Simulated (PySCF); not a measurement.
Estimate the missing entries of this data sheet.

C₄H₁₀Si.
Numbering: `[CH2:1]=[CH:2][CH2:3][CH2:4][SiH3:5]` (hydrogens: H6, H7 on C1; H8 on C2; H9, H10 on C3; H11, H12 on C4; H13, H14, H15 on Si5)

Structure used (PBE0-D3(BJ)/def2-SVP), in Å, numbered top down from 1:
```xyz
15
C4H10Si angstrom
C      2.7842    0.3714   -0.7086
C      1.9013   -0.1380    0.1511
C      0.5442    0.4259    0.4376
C     -0.5868   -0.5391    0.0618
Si    -2.3168    0.1256    0.4121
H      2.5669    1.2838   -1.2739
H      3.7566   -0.0985   -0.8779
H      2.1588   -1.0579    0.6931
H      0.4724    0.6664    1.5141
H      0.4232    1.3814   -0.0999
H     -0.4712   -1.4946    0.6034
H     -0.5231   -0.7922   -1.0105
H     -3.3541   -0.8728    0.0080
H     -2.4790    0.4188    1.8710
H     -2.5532    1.3934   -0.3471
```

```csv
property,level,value
point group,PBE0-D3(BJ)/def2-SVP,C1
"rotational constants A, B, C",PBE0-D3(BJ)/def2-SVP,?
dipole moment,PBE0/def2-SVPD,0.53 D
HOMO energy,PBE0/def2-SVPD,?
LUMO energy,PBE0/def2-SVPD,0.13 eV
lowest singlet excitation,TDDFT PBE0/def2-SVPD,?
strongest line among the 6 lowest singlet transitions,TDDFT PBE0/def2-SVPD,"S2 at 7.28 eV (170 nm, f = 0.391)"
static isotropic polarisability,PBE0/def2-SVPD,?
electronic spatial extent ⟨r²⟩ about the centre of nuclear charge,PBE0/def2-SVPD,907 bohr²
```

Electronic properties: PySCF, gas phase, density fitting.

**Question.** The HOMO energy?

**Answer.** -7.48 eV.

**Question.** What is the lowest singlet excitation?

**Answer.** 6.99 eV (177 nm, f = 0.113).

**Question.** The static isotropic polarisability?

**Answer.** 80.4 au.

**Question.** The rotational constants A, B, C?

**Answer.** 15.635, 1.381, 1.364 GHz.

In atomic units the dipole is 0.21 e·bohr (1 au = 2.5417 D). The principal polarisabilities are 66.4, 71.3 and 103.5 au; their mean is the isotropic value. The rotational constants make it an asymmetric top with κ = (2B − A − C)/(A − C) = -1.00, nearer the prolate limit (−1). The largest Löwdin shares of the HOMO are 0.38 on C1, 0.34 on C2, 0.06 on C3 and 0.05 on C4. The polarisability is 11.91 Å³ as a volume (1 au = 0.148185 Å³), or 1.67 au for each of the 48 electrons.

One conformer stands for the species.
